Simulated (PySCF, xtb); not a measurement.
VO2, SMILES [O]=[V]=[O] (connectivity only; charge and spin as stated), neutral, multiplicity 2.

Harmonic wavenumbers (cm⁻¹) from GFN2-xTB (xtb) at its own minimum, in rising order: 352, 941, 1007.

What does PBE0-D3(BJ)/def2-TZVP (PySCF) give at its own minimum? (The exact figures need the calculation; the answer reports its results.)

270, 1025, 1058. Paired by order, the mean absolute difference is 72 cm⁻¹ and the zero-point energies are 3.3 and 3.4 kcal/mol.
